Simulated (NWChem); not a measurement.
System: CH$_{5}$FOSi$_{2}$; SMILES [Si@@H]1(C[SiH2]O1)F

Here is an NWChem input.

```
start job
memory heap 200 mb stack 900 mb global 1100 mb
geometry units angstroms noautoz
  F     -0.082171    -2.070043    -0.635924
  Si     0.023086    -0.871141     0.447276
  C      1.343543     0.399861     0.021031
  Si    -0.156385     1.537560    -0.229161
  O     -1.197416     0.258143     0.211765
  H     -0.017137    -1.508952     1.784011
  H      2.026293     0.682104     0.836776
  H      1.932732     0.166914    -0.878880
  H     -0.405882     2.006934    -1.620768
  H     -0.261719     2.679489     0.722173
end
basis spherical
  * library def2-tzvp
end
dft
  xc hfexch
  iterations 150
  semidirect filesize 400000000
  mulliken
end
task dft energy
```

Excerpt of the output:

```
             Northwest Computational Chemistry Package (NWChem) 7.3.0
             --------------------------------------------------------

 C1  symmetry detected

                             Geometry "geometry" -> ""
                             -------------------------

 Output coordinates in angstroms (scale by  1.889725989 to convert to a.u.)

  No.       Tag          Charge          X              Y              Z
 ---- ---------------- ---------- -------------- -------------- --------------
    1 F                    9.0000    -0.08786199    -2.05968044    -0.61981551
    2 Si                  14.0000     0.00501962    -0.85303078     0.45588746
    3 C                    6.0000     1.36550974     0.38656731     0.06447874
    4 Si                  14.0000    -0.10093301     1.55235958    -0.24731139
    5 O                    8.0000    -1.18290260     0.29876018     0.16850044
    6 H                    1.0000    -0.09439489    -1.47725534     1.79594033
    7 H                    1.0000     2.02553851     0.66243454     0.90084462
    8 H                    1.0000     1.98031174     0.13312179    -0.81246576
    9 H                    1.0000    -0.29262298     2.01361061    -1.65074760
   10 H                    1.0000    -0.21512467     2.70512386     0.68982694

 Effective nuclear repulsion energy (a.u.)     309.2777344208

  xc_inp: hfexch multiplicative factor not found.

                                 NWChem DFT Module
                                 -----------------

 Summary of "ao basis" -> "ao basis" (spherical)
 ------------------------------------------------------------------------------
       Tag                 Description            Shells   Functions and Types
 ---------------- ------------------------------  ------  ---------------------
 F                         def2-tzvp                11       31   5s3p2d1f
 Si                        def2-tzvp                13       37   5s5p2d1f
 C                         def2-tzvp                11       31   5s3p2d1f
 O                         def2-tzvp                11       31   5s3p2d1f
 H                         def2-tzvp                 4        6   3s1p

            General Information
            -------------------
          SCF calculation type: DFT
          Wavefunction type:  closed shell.
          No. of atoms     :    10
          No. of electrons :    56
           Alpha electrons :    28
            Beta electrons :    28
          Charge           :     0
          Spin multiplicity:     1
          Use of symmetry is: off; symmetry adaption is: off
          Maximum number of iterations: 150
          AO basis - number of functions:   197
                     number of shells:    79
          Convergence on energy requested:  1.00D-06
          Convergence on density requested:  1.00D-05
          Convergence on gradient requested:  5.00D-04

              XC Information
              --------------
                     Hartree-Fock (Exact) Exchange  1.000

      Superposition of Atomic Density Guess
      -------------------------------------

 Sum of atomic energies:        -792.04358082

      Non-variational initial energy
      ------------------------------

 Total energy =    -794.030908
 1-e energy   =   -1711.924994
 2-e energy   =     608.616351
 HOMO         =      -0.343290
 LUMO         =       0.012025

------------------------------------------------------------
EAF file 0: "./job.aoints.0" size=793247744 bytes
------------------------------------------------------------
               write      read    awrite     aread      wait
               -----      ----    ------     -----      ----
     calls:     1513         0         0         0         0
   data(b): 7.93e+08  0.00e+00  0.00e+00  0.00e+00
   time(s): 0.00e+00  0.00e+00  0.00e+00  0.00e+00  0.00e+00
rate(mb/s): 0.00e+00  0.00e+00
------------------------------------------------------------

     ---------------------------------------------
      Total Density - Mulliken Population Analysis
     ---------------------------------------------

    Atom       Charge   Shell Charges
 -----------   ------   -------------------------------------------------------
    1 F    9     9.52   0.77  1.20  0.61  1.01  0.31  2.37  2.36  0.88  0.00  0.01  0.00
    2 Si  14    12.82   2.00  0.59  1.39  0.78  0.36  4.10  1.73  0.46  0.80  0.16  0.19  0.16  0.08
    3 C    6     6.83   0.86  1.12  0.55  0.71  0.10  1.29  1.63  0.54  0.01  0.02  0.00
    4 Si  14    13.24   2.00  0.59  1.39  0.83  0.44  4.11  1.73  0.49  1.05  0.30  0.14  0.13  0.05
    5 O    8     8.86   0.79  1.18  0.60  0.98  0.24  2.03  2.25  0.78  0.00  0.02  0.00
    6 H    1     1.04   0.22  0.53  0.28  0.01
    7 H    1     0.80   0.23  0.43  0.12  0.02
    8 H    1     0.80   0.23  0.43  0.12  0.02
    9 H    1     1.04   0.23  0.54  0.27  0.01
   10 H    1     1.05   0.23  0.54  0.27  0.01

   convergence    iter        energy       DeltaE   RMS-Dens  Diis-err
 ---------------- ----- ----------------- --------- --------- ---------
 d= 0,ls=0.0,diis     1   -793.1098268690 -1.10D+03  2.92D-03  9.42D-01
 d= 0,ls=0.0,diis     2   -793.1889468851 -7.91D-02  1.15D-03  3.95D-01
 d= 0,ls=0.0,diis     3   -793.2210787938 -3.21D-02  3.79D-04  8.05D-03
 d= 0,ls=0.0,diis     4   -793.2224727777 -1.39D-03  8.36D-05  7.51D-04
 d= 0,ls=0.0,diis     5   -793.2225682598 -9.55D-05  2.46D-05  5.43D-05
  Resetting Diis
 d= 0,ls=0.0,diis     6   -793.2225761614 -7.90D-06  8.73D-06  3.56D-06
 d= 0,ls=0.0,diis     7   -793.2225768585 -6.97D-07  3.07D-06  3.82D-07

         Total DFT energy =     -793.222576858539
      One electron energy =    -1715.820977361278
           Coulomb energy =      679.605803788952
    Exchange-Corr. energy =      -66.285137706972
 Nuclear repulsion energy =      309.277734420759

 Numeric. integr. density =        0.000000000000

                       DFT Final Molecular Orbital Analysis
                       ------------------------------------

[...]
```

Level: Hartree-Fock/def2-TZVP. Geometry: optimised at PBE0/def2-SVP.
